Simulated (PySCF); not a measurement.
**Antimony: a sound run and one with changed settings**

Sound run: Sb⁺ [Kr] 4d10 5s2 5p2, Sb²⁺ [Kr] 4d10 5s2 5p1. All numbers are calculated (PySCF 2.14, a scalar-relativistic core potential, in def2-TZVP with the def2 core potential (28 electrons)). In the sound run the correlated levels freeze 4s2 4p6 4d10 outside the core potential. The sound run starts from symmetry-adapted Hartree-Fock orbitals and uses a fine grid where one is needed.

Changed run: a valence shell is frozen. This setting is unsound on purpose.

```json
{"species": "Sb⁺", "method": "MP2", "sound run (hartree)": "-239.00739", "changed run (hartree)": "-238.96620", "converged": "yes"}
{"species": "Sb⁺", "method": "CCSD(T)", "sound run (hartree)": "-239.02197", "changed run (hartree)": "-238.96788", "converged": "yes"}
```

Ionisation energy of Sb⁺:

```json
{"method": "UHF", "sound run (eV)": "16.009", "changed run (eV)": "16.009"}
{"method": "MP2", "sound run (eV)": "16.318", "changed run (eV)": "16.128"}
{"method": "SCS-MP2", "sound run (eV)": "16.255", "changed run (eV)": "16.048"}
{"method": "CCSD", "sound run (eV)": "16.353", "changed run (eV)": "16.173"}
{"method": "CCSD(T)", "sound run (eV)": "16.375", "changed run (eV)": "16.173"}
{"method": "CCSDT", "sound run (eV)": "n/a", "changed run (eV)": "16.173"}
{"method": "FCI", "sound run (eV)": "n/a", "changed run (eV)": "16.173"}
```

Freezing a valence shell removes pair correlation that changes on ionisation.

For comparison, NIST gives 16.626 ± 0.025 eV between the lowest levels.
